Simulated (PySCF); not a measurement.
P (phosphorus, neutral): UHF calculation

Configuration: [Ne] 3s2 3p3, high-spin 4S determinant. Calculation: PySCF 2.14, in aug-cc-pCVTZ-DK (8s7p5d3f, 75 functions); scalar relativity by spin-free X2C-1e.

```
Total energy                        : -341.531688 hartree
One-electron energy                 : -472.6143 hartree
Hartree (Coulomb) energy            : 153.8106 hartree
Exchange energy                     : -22.7280 hartree
⟨S²⟩                                : 3.7506
⟨L²⟩                                : 0.000
Sum of ⟨r⟩                          : 14.96 bohr
Sum of ⟨r²⟩                         : 30.26 bohr²
Langevin diamagnetic susceptibility : -24.0 ×10⁻⁶ cm³/mol
```

```tsv
shell	electrons	mean orbital energy (hartree)	rms radius, mean of both spins (bohr)
1s α	1	-80.20085	0.120
1s β	1	-80.17950	0.120
2s α	1	-7.55865	0.560
2s β	1	-7.53663	0.560
2p α	3	-5.42068	0.540
2p β	3	-5.37903	0.540
3s α	1	-0.83937	2.08
3s β	1	-0.55981	2.08
3p α	3	-0.39171	2.53
```

Densities and radii are taken from the X2C orbitals without a picture-change correction, which distorts them close to the nucleus.

Spin-orbit constants ζ (cm⁻¹) from the X2C one-electron operator on these orbitals: bare nucleus, nucleus screened by l(l+1)(2l+1)/3 electrons, and screened by the Breit-Pauli mean field of the electrons.

| shell | bare | screened nucleus | mean field |
| --- | --- | --- | --- |
| 2p | 5460 | 4732 | 4401 |
| 3p | 289.4 | 250.8 | 228.8 |
